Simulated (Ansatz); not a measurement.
Basis-set extrapolation for `[BH2][AlH][O][SiH3]` (PBE0-D4/def2-TZVP geometry, frozen core, the Gaussian-basis code of Ansatz). Multiplicity 1, RHF reference.

|  | def2-TZVPP | def2-QZVPP |
| --- | --- | --- |
| HF | -634.013599 | -634.035697 |
| MP2 correlation | -0.533462 | -0.574052 |
| CCSD(T) correlation | -0.602566 | not run |

Energies in hartree. Use E(X) = E(∞) + A·exp(−7.88·√X) for Hartree–Fock and E(X) = E(∞) + B·X^(−2.97) for correlation, with X = 3 and 4, and add CCSD(T) minus MP2 of the smaller set to the MP2 limit.

Task: What is the CCSD(T) energy at the basis-set limit?

Result: HF limit: -634.035697 + (-0.022098) × 0.13774 = -634.03874. MP2 limit: -0.574052 + (-0.040590) × 0.74074 = -0.60412. Higher-order term: -0.602566 − (-0.533462) = -0.06910. Total: -634.71196 hartree, 60.1 kcal/mol below CCSD(T)/def2-TZVPP.
